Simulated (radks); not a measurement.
Values are calculated unless marked as measured or tabulated.
Spherical quantum dot in the effective-mass picture: electrons in a hard-walled sphere of radius 3.64, all in effective atomic units (hartree* = m*/eps^2 hartree, bohr* = eps/m* bohr), one dielectric constant everywhere. Level of theory: non-relativistic Kohn-Sham, LDA (Slater exchange, Perdew-Wang correlation), spin-polarised, spherical densities (a radial shooting solver with Libxc functionals). Levels are named by radial order and angular momentum (1s, 1p, 1d, 2s, ...), and open shells are averaged over m.

N = 6, configuration 1s2 1p(up 3, down 1). This is the lowest configuration that the search found. Occupied and some empty levels:

| level | occupation | eigenvalue (hartree*) | <r> (bohr*) |
|---|---|---|---|
| 1s up | 1 | 2.4573 | 2.117 |
| 1s down | 1 | 2.5133 | 2.112 |
| 1p up | 3 | 2.7387 | 2.322 |
| 1p down | 1 | 2.7964 | 2.323 |
| 1d up | 0 | 3.1578 | 2.464 |
| 1d down | 0 | 3.2151 | 2.466 |
| 2s up | 0 | 3.6344 | 1.720 |
| 2s down | 0 | 3.6740 | 1.719 |
| 1f up | 0 | 3.6945 | 2.570 |
| 1f down | 0 | 3.7506 | 2.573 |

Energy (hartree*): total 9.35747, kinetic 4.0478, external 0, Hartree 7.2068, exchange-correlation -1.8971.

Electron density:

| r (bohr*) | n(r) (e/bohr*^3) |
|---|---|
| 0.184 | 0.02455 |
| 0.457 | 0.02811 |
| 0.729 | 0.03437 |
| 1.00 | 0.04267 |
| 1.27 | 0.05178 |
| 1.55 | 0.05998 |
| 1.82 | 0.06492 |
| 2.09 | 0.06431 |
| 2.36 | 0.05677 |
| 2.64 | 0.04283 |
| 2.91 | 0.02576 |
| 3.18 | 0.01062 |
| 3.46 | 0.001665 |
